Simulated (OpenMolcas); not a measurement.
Lines of Xe6+: computed and rescaled rates

* Program: OpenMolcas 26.06
* Method: MS-RASPT2, IPEA 0.25 Eh, imaginary shift 0.1 Eh (closed shells correlated: 4d)
* Basis: ANO-RCC [10s9p8d5f3g]
* Scalar Hamiltonian: DKH2, point nucleus
* Active space: 2 electrons in 9 orbitals (RAS2 5s 5p; RAS3 5d, at most 2 electrons)
* State averaging: 2S+1 = 3 even, 3 roots; 2S+1 = 1 even, 7 roots; 2S+1 = 3 odd, 3 roots; 2S+1 = 1 odd, 3 roots
* Spin-orbit coupling: RASSI with atomic mean-field integrals over the reference wave functions, term energies averaged over their components

Rates come from the transition moments of the reference wave functions (E1 and E2 in the length form). At fixed line strength A goes as λ^-3 for E1 and M1 and as λ^-5 for E2, so a rate at the computed wavelength can be rescaled to the measured one. Measured vacuum wavelengths follow from level energies in Saloman, J. Phys. Chem. Ref. Data 33, 765 (2004). Branching counts decays inside the model space alone, at computed energies, and the table is only a selection of the E1 lines, drawn from those between levels with measured partners whose computed energy lies within a factor of 1.5 of the measured one.

```csv
Upper,Lower,Type,λ computed (nm),λ measured (nm),A computed (s-1),A rescaled (s-1),Branching %
5p2 3P0,5s 5p 1P* 1,E1,119.2,124.4,3.94e+07,,0.6
5p2 1D2 [60 %],5s 5p 1P* 1,E1,104.8,107.7,4.32e+08,3.98e+08,11.2
5p2 3P2 [60 %],5s 5p 1P* 1,E1,92.17,92.09,7.99e+08,,12.8
5p2 3P1,5s 5p 3P* 2,E1,81.97,82.64,2.74e+09,2.67e+09,34.3
5p2 1D2 [60 %],5s 5p 3P* 2,E1,80.54,81.68,2.08e+09,,53.7
5p2 3P0,5s 5p 3P* 1,E1,80.53,81.15,6.86e+09,6.70e+09,99.4
5p2 3P1,5s 5p 3P* 1,E1,74.89,74.5,2.09e+09,2.12e+09,26.2
5p2 1D2 [60 %],5s 5p 3P* 1,E1,73.69,73.72,1.36e+09,,35.1
5p2 3P2 [60 %],5s 5p 3P* 2,E1,72.87,72.37,4.22e+09,4.31e+09,67.7
5p2 3P1,5s 5p 3P* 0,E1,72.76,72.18,3.14e+09,3.22e+09,39.2
5p2 3P2 [60 %],5s 5p 3P* 1,E1,67.22,66.05,1.22e+09,1.29e+09,19.5
```

Spin-changing lines and M1 lines between different terms are not rescaled, since their strength hangs on the term gaps too.

The largest correction is for 5p2 1D2 [60 %] → 5s 5p 1P* 1 (E1): 4.32e+08 × (104.8 / 107.7)^3 = 3.98e+08 s-1, a factor of 0.92.

The computed rate and branching of 5p2 3P0 → 5s 5p 3P* 1 give the upper level a radiative lifetime of 0.994 / 6.86e+09 s-1 = 1.45e-10 s, counting decays inside the model space alone. The rescaled rate gives about 1.5e-10 s.

No measured rate stands beside these. Rescaling mends the energy factor alone: line strengths can still be far off where a level mixes with configurations outside the active space, and weak or spin-changing lines hang on small mixing coefficients that depend on the term gaps too, so rescaling need not improve them.

CASPT2 breaks the degeneracy within a term, and the mean is taken; among the terms shown or strongly mixed into the levels shown the widest spread is 46 cm-1 (5p2 1D). Active for correlation alone: 5d; no level in the range computed is led by a configuration that fills it, so any true level of that kind is missing. Some terms mix strongly with configurations of 5d, whose occupation reaches 0.19 (5p2 1D). Computed and measured levels are paired by configuration, term and J; levels that our copy of the source lacks, or whose pairing is in doubt (as where it misses far off the trend of its configuration), stay unpaired. Only configurations of the active space appear.

A share in square brackets marks a mixed level and gives the weight of the term that names it. * marks odd parity.
